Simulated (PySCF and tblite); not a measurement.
The numbers below are computed, except where a source is named.
C7H8FN, numbered as in [N:1]#[C:2][C@@H:3]1[C@H:4]2[CH2:5][C@@H:6]([F:7])[C@@H:8]1[CH2:9]2.

Search: ETKDG and KDG, MMFF94s, GFN2-xTB, 45 starts; geometries at GFN2-xTB. Free energies are PBE0-D3(BJ)/def2-SVP (IEF-PCM, acetonitrile) single points with GFN2-xTB rigid-rotor and vibrational terms (modes under about 100 cm⁻¹ blended into free rotors). Symmetry numbers and mirror images are counted. Conformers within 2.5 kcal/mol (GFN2-xTB free energy) were kept, 2 at most. GIAO shieldings: WP04/pcSseg-1 (IEF-PCM, acetonitrile). Shifts are against TMS (¹H), TMS (¹³C) at the same level; of two unlike H on one atom, a is the less shielded. Run with PySCF (density fitting) and tblite.

Q: What shifts does this protocol give at 298.15 K under fast conformational exchange?

A: ¹H: 5.52 (H6, 1H), 3.01 (H8, 1H), 2.85 (H3, 1H), 2.75 (H4, 1H), 2.39 (H9a, 1H), 2.35 (H5a, 1H), 1.98 (H5b, 1H), 1.34 (H9b, 1H) ppm. ¹³C: 128.3 (C2), 101.9 (C6), 55.5 (C8), 49.4 (C4), 42.1 (C5), 40.0 (C9), 37.5 (C3) ppm.

Shifts are unscaled: against experiment ¹³C can be off by 15 ppm or more and ¹H by 0.8 ppm.
